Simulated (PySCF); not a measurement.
**How methods differ on the ionisation energy of Pd⁴¹⁺**

Pd⁴¹⁺ [He] 2s2 2p1 [2p1/2^1, M_J = 1/2] → Pd⁴²⁺ [He] 2s2, as a difference of total energies. Calculation: PySCF 2.14, in an even-tempered Gaussian basis (17 s from 20 bohr⁻², ratio 2.4; 12 p from 26 bohr⁻², ratio 2.4; 5 d from 86 bohr⁻², ratio 2.6; 4 f from 130 bohr⁻², ratio 2.6); the two-component X2C-1e Hamiltonian. Correlated levels: nothing frozen; the 32 highest virtual spinors dropped. "Screened" scales the spin-orbit matrix elements by Boettger's factors to mimic the two-electron term; Breit and QED terms are absent.

| method | ionisation energy (eV) |
| --- | --- |
| GHF (spin-free) | 6355.1 |
| GMP2 (spin-free) | 6354.2 |
| GHF (screened spin-orbit) | 6479.8 |
| GMP2 (screened spin-orbit) | 6478.3 |

For this ion Breit and QED terms and the two-electron picture change, all absent here, outweigh the correlation shift from GHF to GMP2.

The spin-free rows lack the spin-orbit shift.

For comparison: 6469 ± 5 eV (semi-empirical (NIST evaluation); NIST Atomic Spectra Database, ionization energies).
